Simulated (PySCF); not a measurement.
**Telling isomers of C$_{6}$H$_{9}$Cl apart by NMR**

Equivalent nuclei averaged, no relativistic terms, in vacuum, one conformer. σ from GIAO-PBE0/pcSseg-1; structure optimised with GFN2-xTB; PySCF.

Shifts are taken against calculated references (same method and geometry level): 1H and 13C against TMS. Where no couplings were computed, multiplicities follow the n + 1 count of equivalent neighbours, and m marks all less simple cases (inequivalent or close neighbours, rings, F or P nearby). Shifts are as computed. Against solution values, carbons near 30 ppm lie about +3 ppm off and those near 130 ppm about +5 ppm; carbons on Cl a further +6 ppm (rms about the fit 2.1 ppm; single classes can miss by 10 ppm). Of 1328 compounds with measured shifts, 309 miss one by over three times the rms of a fit or turn the order of signals round; such compounds aren't used in these exercises. Signals without a measured value on file couldn't be tested in this way; 1H shifts scatter by 0.2 ppm about their fit, and single ones miss by 0.5 ppm. Carbons bonded to Cl come out too deshielded.

(1) Tabulate the signals of `C=C(Cl)/C(C)=C/C`, `C=C/C(=C\C)CCl`, `Cl[C@@]12CCC[C@@H]1C2` and their relative energies.

(2) What is the quickest way to tell C=C/C(=C\C)CCl from Cl[C@@]12CCC[C@@H]1C2?

(3) What is the quickest way to tell C=C(Cl)/C(C)=C/C from C=C/C(=C\C)CCl?

(4) What is the quickest way to tell C=C(Cl)/C(C)=C/C from Cl[C@@]12CCC[C@@H]1C2?

Answers

(1) 
```tsv
SMILES	carbon types	δC	δH	E rel. (kcal/mol)
C=C(Cl)/C(C)=C/C	2×C 1×CH 1×CH2 2×CH3	154.4, 139.8, 137.4, 114.8, 16.4, 15.9	6.70 (q, 1H), 5.49 (m, 1H), 5.37 (m, 1H), 1.94 (d, 3H), 1.87 (s, 3H)	13.6
C=C/C(=C\C)CCl	1×C 2×CH 2×CH2 1×CH3	141.9, 140.3, 135.8, 123.5, 53.1, 16.9	6.93 (m, 1H), 6.05 (q, 1H), 5.82 (m, 1H), 5.68 (m, 1H), 4.18 (s, 2H), 2.00 (d, 3H)	14.6
Cl[C@@]12CCC[C@@H]1C2	1×C 1×CH 4×CH2	54.2, 39.9, 31.2, 30.5, 24.8, 19.1	2.18 (m, 1H), 2.11 (m, 1H), 2.06 (m, 1H), 1.68 (m, 1H), 1.65 (m, 1H), 1.46 (m, 1H), 1.22 (m, 1H), 0.94 (m, 1H), 0.64 (m, 1H)	0.0
```

Energies are electronic energies at PBE0/pcSseg-1 on these geometries, without zero-point or thermal terms, each for the one conformer computed, which needn't be the lowest.

(2) Both give the same number of carbon signals, but DEPT or the intensities differ. The first has a fully substituted alkene carbon (C) at 141.9 ppm, the second a three-membered-ring carbon (C) at 54.2 ppm. In the proton spectra the most deshielded non-exchanging signals are 6.93 (m, 1H) and 2.18 (m, 1H).

(3) Both give the same number of carbon signals, but DEPT or the intensities differ. The first has a fully substituted alkene carbon (C) at 154.4 ppm, the second an allylic sp3 CH2 bonded to Cl at 53.1 ppm. Their most deshielded carbons lie at 154.4 and 141.9 ppm.

(4) Both give the same number of carbon signals, but DEPT or the intensities differ. The first has a fully substituted alkene carbon (C) at 154.4 ppm, the second a three-membered-ring carbon (C) at 54.2 ppm. In the proton spectra the most deshielded non-exchanging signals are 6.70 (q, 1H) and 2.18 (m, 1H).
